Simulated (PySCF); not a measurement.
```xyz
4
charge 0 multiplicity 1, angstrom
La    0.0000    0.0000   -0.0136
H     2.0098    0.0000    0.6244
H    -1.0049    1.7406    0.6244
H    -1.0049   -1.7405    0.6244
```

Level of theory: PySCF, PBE0, basis La lcecp-1-TZVP with ECP46, H def2-TZVP (scalar-relativistic core potentials, no spin–orbit coupling, density fitting).

This geometry of LaH3 is a stationary point at this level.

(1) What is the point group?

(2) Is it a minimum?

(3) List the harmonic modes with their infrared intensities.

(4) Give the atomic charges and bond orders.

(5) Give the ideal-gas entropy at 298.15 K and 1 bar by parts.

Results:

(1) C3v.

(2) Yes: all harmonic wavenumbers are real.

(3) 
| symmetry | ω (cm⁻¹) | IR (km/mol, summed over degenerate members) | type |
| --- | --- | --- | --- |
| a1 | 312 | 513 | bend |
| e | 512 | 237 | bend |
| e | 1358 | 2104 | stretch |
| a1 | 1423 | 127 | stretch |

(4) 
```json
{"atom": "La1", "Mulliken": "0.90", "Löwdin": "0.62", "polar tensor": "1.70", "Mayer order to La1": "–"}
{"atom": "H2,3,4", "Mulliken": "-0.30", "Löwdin": "-0.21", "polar tensor": "-0.57", "Mayer order to La1": "0.90"}
```

(5) translation 170.7, rotation 66.3, vibration 11.2, spin 0.0; total 248.1 J/(mol K).

This need not be the most stable arrangement of these atoms.
